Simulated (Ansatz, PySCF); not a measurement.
Molecule: GeH$_{2}$, net charge 0, triplet state. This is an excited triplet: at this geometry the singlet lies 0.53 eV lower at CCSD(T)/CBS(aug-cc-pVTZ,aug-cc-pVQZ). 
Structure (B3LYP-D3(BJ)/def2-TZVP (Ansatz, an electronic-structure program) minimum search):
```xyz
3

Ge    -0.0012    -0.0007     0.0457
H     -0.0059    -1.3267    -0.7516
H      0.0436     1.3479    -0.7116
```
Charge 0, spin multiplicity 3.

Total electronic energies in hartree. Valence correlation only, unless marked. Open shells are spin-unrestricted. Spin-orbit coupling is left out. Frozen are the shells of the preceding noble gas and the d and f shells that filled before the atom's block. Non-relativistic. CBS(X,Y): correlation extrapolated as X^-3; Hartree-Fock from the larger set (for Q and 5 zeta extrapolated as (X+1)exp(-9√X)). [CCSD(T)-MP2]/basis is that difference in the basis named.

| level | program | energy (Eh) |
|---|---|---|
| HF/cc-pVTZ | Ansatz | -2076.50151 |
| HF/def2-TZVPP | Ansatz | -2076.46177 |
| HF/def2-QZVPPD | Ansatz | -2076.50444 |
| RI-HF/def2-TZVPPD | Ansatz | -2076.46222 |
| revPBE/def2-TZVPD | Ansatz | -2077.94957 |
| BP86-D4/def2-TZVPD | PySCF + dftd4 | -2078.37546 |
| B3LYP-D3(BJ)/def2-TZVPD | Ansatz + dftd3 | -2078.15622 |
| B3LYP/def2-TZVPD | Ansatz | -2078.15457 |
| PBE0/def2-SVP | Ansatz | -2077.57985 |
| TPSSh-D3(BJ)/def2-TZVPD | PySCF + dftd3 | -2078.07548 |
| B2PLYP/def2-TZVPD | Ansatz | -2077.68660 |
| RPA@PBE/cc-pVQZ | Ansatz | -2076.69905 |
| MP2/6-31G* | Ansatz | -2076.22562 |
| MP2/cc-pV5Z | Ansatz | -2076.59978 |
| MP2/CBS(aug-cc-pVTZ,aug-cc-pVQZ) | Ansatz | -2076.6015 |
| CCSD/aug-cc-pVDZ | Ansatz | -2076.52450 |
| CCSD/def2-QZVPPD | Ansatz | -2076.61604 |
| CCSD/CBS(aug-cc-pVTZ,aug-cc-pVQZ) | Ansatz | -2076.6195 |
| CCSD/CBS(def2-TZVPP,def2-QZVPP) | Ansatz | -2076.6192 |
| CCSD/CBS(def2-TZVPPD,def2-QZVPPD) | Ansatz | -2076.6191 |
| RI-MP2/CBS(def2-TZVPP,def2-QZVPP)+[CCSD(T)-MP2]/def2-SVP | Ansatz | -2076.6230 |
| RI-MP2/CBS(def2-TZVPP,def2-QZVPP)+[CCSD(T)-MP2]/def2-TZVPP | Ansatz | -2076.6241 |
| CCSD(T)/CBS(cc-pVQZ,cc-pV5Z) | Ansatz | -2076.6233 |

Totals of different functionals don't rank their quality; only differences between species are comparable.
